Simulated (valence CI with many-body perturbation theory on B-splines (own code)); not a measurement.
Values are calculated unless marked as measured or tabulated.
**Hg XLII in three bases**

Level of theory: configuration interaction combined with many-body perturbation theory (CI+MBPT): three valence electrons over a frozen Dirac-Fock core [Kr], radial functions for each j: 7 s, 7 p, 8 d, 6 f, 4 g, 1 h, with the one-electron correlation potential Σ1 (screened to all orders), the two-electron term Σ2, the three-electron term Σ3, Breit, model QED; selected single and double excitations, second order for the rest, scaled by the run's own slope (own B-spline code, finite nucleus).

The last digits are not significant, and no measured levels were compared; by estimate large intervals hold to a few tenths of a per cent, small ones and those within an open d or f shell to about a per cent. Only levels of the ground parity were solved; by the run's estimate the other parity begins above the list, which can be wrong where configurations are misplaced.

The reference run has the lowest level (4d3/2^3) J=3/2 and an ionisation energy of 1989.85 eV. Its largest variational space holds 4921 state functions.

Levels are named by their leading jj configuration (3d3/2^4 stands for four electrons in 3d with j = 3/2), which in mixed levels can hold well under half, so a name can repeat and another be missing. Letters in brackets count levels of one name in rising energy.

Changed runs:
A. basis 6 s, 6 p, 5 d, 5 f, 1 g
B. basis 5 s, 5 p, 4 d, 4 f

Excitation energies of the reference run in cm⁻¹, and shifts in cm⁻¹:

```csv
Level,Reference,A,B
(4d3/2^2 4d5/2) J=5/2 [a],196302,-166,-497
(4d3/2^2 4d5/2) J=3/2,216946,-120,-88
(4d3/2^2 4d5/2) J=7/2,232583,-31,+88
(4d3/2^2 4d5/2) J=9/2,234122,+7.2,+262
(4d3/2^2 4d5/2) J=1/2,235691,-73,+179
(4d3/2^2 4d5/2) J=5/2 [b],312958,+68,+690
(4d3/2 4d5/2^2) J=7/2 [a],424638,-141,-348
(4d3/2 4d5/2^2) J=9/2,441668,-116,-145
(4d3/2 4d5/2^2) J=3/2 [a],456509,-65,-32
(4d3/2 4d5/2^2) J=1/2,466918,-29,+357
(4d3/2 4d5/2^2) J=5/2 [a],471399,-66,+190
(4d3/2 4d5/2^2) J=11/2,475594,+7.5,+475
Ionisation energy (eV),1989.85,-0.045,-0.12
```
